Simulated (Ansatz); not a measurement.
Gas-phase electronic energies from Ansatz, PBE0-D4/def2-TZVP geometries. CBS: MP2 limit from def2 TZ/QZ plus the TZ coupled-cluster correction, frozen cores. Functionals use def2-TZVPP. HSE06 is defined as in plane-wave codes. For Ge outer-core shells are correlated without core-valence functions, which leaves a few kJ/mol of doubt a bond. Scalar relativity is left out up to krypton. Each species was taken in one conformer, which may not be the lowest.

Consider the formal exchange of groups at a Ge–C bond: `C#[C][GeH]([C]#C)[C]#C` + `C=CSC` → `C#[C][GeH2][C]#C` + `C#CC(=C)SC`.

| level | ΔE (kJ/mol) | difference from CCSD(T)/CBS |
| --- | --- | --- |
| PBE-D4 | 6.2 | -16.2 |
| revPBE-D4 | 5.6 | -16.8 |
| B97M-V | 9.4 | -13.0 |
| PBE0-D4 | 11.2 | -11.2 |
| HSE06-D4 | 11.1 | -11.3 |
| revPBE | 13.5 | -8.9 |
| r2SCAN0 | 15.3 | -7.1 |
| SCS-MP2/def2-TZVPP | 26.7 | 4.3 |
| CCSD(T)/def2-TZVPP | 26.2 | 3.8 |
| HF/CBS(def2) | 32.3 | 9.9 |
| CCSD(T)/CBS | 22.4 | 0 |

Largest T1 diagnostic among the species: 0.013.

The D4 term adds −3.7 kJ/mol with B3LYP and −1.9 kJ/mol with PBE0; it sums over pairs of atoms, weighted by their polarisabilities, and B3LYP, whose exchange is more repulsive, gets the larger term. In def2-TZVPP, CCSD(T) changes the Hartree–Fock value by −6.7 kJ/mol (the triples alone add −2.7 kJ/mol) and MP2 by −10.1 kJ/mol.

CCSD(T)/CBS has its own doubt, a few kJ/mol and more with outer-core shells, so smaller differences from it don't rank the levels.

B3LYP here is the variant with VWN-RPA as its local correlation; programs differ in this.
